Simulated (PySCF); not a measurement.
Molfile (atoms numbered from 1):
```
C4H6F4OSi
     RDKit          3D

 16 15  0  0  0  0  0  0  0  0999 V2000
    3.0743    0.3696   -1.2960 F   0  0  0  0  0  0  0  0  0  0  0  0
    1.8470    0.4792   -0.7748 C   0  0  0  0  0  0  0  0  0  0  0  0
    1.0876   -0.5709   -0.4954 C   0  0  0  0  0  0  0  0  0  0  0  0
    1.5318   -1.8305   -0.7004 F   0  0  0  0  0  0  0  0  0  0  0  0
   -0.2609   -0.5462    0.1368 C   0  0  1  0  0  0  0  0  0  0  0  0
   -0.1548   -0.6989    2.0661 Si  0  0  0  0  0  4  0  0  0  0  0  0
   -0.9506    0.6868   -0.0536 O   0  0  0  0  0  0  0  0  0  0  0  0
   -1.4821    0.9085   -1.2713 C   0  0  0  0  0  0  0  0  0  0  0  0
   -2.5697    1.6819   -1.1327 F   0  0  0  0  0  0  0  0  0  0  0  0
   -0.6392    1.6088   -2.0753 F   0  0  0  0  0  0  0  0  0  0  0  0
    1.5314    1.4985   -0.6240 H   0  0  0  0  0  0  0  0  0  0  0  0
   -0.8474   -1.3701   -0.2902 H   0  0  0  0  0  0  0  0  0  0  0  0
   -1.5375   -0.7643    2.5276 H   0  0  0  0  0  0  0  0  0  0  0  0
    0.5492    0.4949    2.5162 H   0  0  0  0  0  0  0  0  0  0  0  0
    0.5805   -1.9286    2.3529 H   0  0  0  0  0  0  0  0  0  0  0  0
   -1.7673   -0.0097   -1.8203 H   0  0  0  0  0  0  0  0  0  0  0  0
  1  2  1  0
  2  3  2  0
  3  4  1  0
  3  5  1  0
  5  6  1  0
  5  7  1  0
  7  8  1  0
  8  9  1  0
  8 10  1  0
  2 11  1  0
  5 12  1  6
  6 13  1  0
  6 14  1  0
  6 15  1  0
  8 16  1  0
M  END
```

One computed conformer, no solvent model, non-relativistic, rapidly exchanging positions averaged. Geometry: GFN2-xTB; shielding tensors at PBE0/pcSseg-1 (GIAO); PySCF.

Task: List the cross peaks expected in HSQC, COSY and HMBC spectra.

Result: 

HSQC (one-bond C–H):
| δH | δC |
| --- | --- |
| 6.94 (H11) | 146.5 (C2) |
| 6.30 (H16) | 129.5 (C8) |
| 4.26 (H12) | 70.3 (C5) |

COSY cross peaks (H two or three bonds apart, from the bond graph; peaks can be absent where the dihedral angle is near 90°):
| δH | δH |
| --- | --- |
| 4.26 (H12) | 4.13 (H13/H14/H15) |

HMBC (two and three bonds, from the bond graph):
| δH | δC |
| --- | --- |
| 6.94 (H11) | 155.6 (C3), 70.3 (C5) |
| 6.30 (H16) | 70.3 (C5) |
| 4.26 (H12) | 155.6 (C3), 146.5 (C2), 129.5 (C8) |
| 4.13 (H13/H14/H15) | 155.6 (C3), 70.3 (C5) |

Referencing at the same level of theory: TMS for $^{1}$H, $^{13}$C.

Short H···H contacts in this conformer between protons four or more bonds apart (candidates for NOE cross peaks, intensity ∝ r⁻⁶): H12···H16 2.24 Å.

Shifts are as computed. Against solution values, carbons near 30 ppm lie about +3 ppm off and those near 130 ppm about +5 ppm. Of 1211 compounds with measured shifts, 218 miss one by over three times the rms of a fit or turn the order of signals round; such compounds aren't used in these exercises.
